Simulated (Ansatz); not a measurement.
Reaction (adduct formation): H₂S + `ClB(Cl)Cl` → `[SH2+][B-](Cl)(Cl)Cl`

Program: Ansatz. Geometries: PBE0-D4/def2-TZVP. ΔE: electronic, gas phase. CCSD(T)/CBS is the MP2 limit (def2-TZVPP, def2-QZVPP) plus CCSD(T) − MP2 in def2-TZVPP, frozen cores. This one scheme is used for every species. DFT in def2-TZVPP. B3LYP here is the variant with VWN-RPA as its local correlation; programs differ in this. HSE06 is defined as in plane-wave codes. Each species was taken in one conformer, which may not be the lowest.

```json
{"level": "r2SCAN-D4", "ΔE (kJ/mol)": "-6.2", "difference from CCSD(T)/CBS": "-1.6"}
{"level": "B3LYP-D4", "ΔE (kJ/mol)": "1.2", "difference from CCSD(T)/CBS": "5.8"}
{"level": "ωB97M-V", "ΔE (kJ/mol)": "-3.3", "difference from CCSD(T)/CBS": "1.3"}
{"level": "B2PLYP", "ΔE (kJ/mol)": "12.4", "difference from CCSD(T)/CBS": "17.0"}
{"level": "PBE-QIDH", "ΔE (kJ/mol)": "-6.9", "difference from CCSD(T)/CBS": "-2.3"}
{"level": "HSE06", "ΔE (kJ/mol)": "-1.7", "difference from CCSD(T)/CBS": "2.9"}
{"level": "LC-ωPBE", "ΔE (kJ/mol)": "0.0", "difference from CCSD(T)/CBS": "4.6"}
{"level": "MP2/def2-SVP", "ΔE (kJ/mol)": "1.7", "difference from CCSD(T)/CBS": "6.3"}
{"level": "CCSD(T)/def2-TZVPP", "ΔE (kJ/mol)": "5.8", "difference from CCSD(T)/CBS": "10.4"}
{"level": "MP2/def2-QZVPP", "ΔE (kJ/mol)": "-11.3", "difference from CCSD(T)/CBS": "-6.7"}
{"level": "CCSD(T)/CBS", "ΔE (kJ/mol)": "-4.6", "difference from CCSD(T)/CBS": "0"}
```

Largest T1 diagnostic among the species: 0.011.

The D4 term adds −21.3 kJ/mol with B3LYP and −11.2 kJ/mol with PBE0; it sums over pairs of atoms, weighted by their polarisabilities, and B3LYP, whose exchange is more repulsive, gets the larger term. From BLYP to BHLYP (50 % exact exchange), in def2-TZVPP and without D4, ΔE moves by −10.4 kJ/mol.
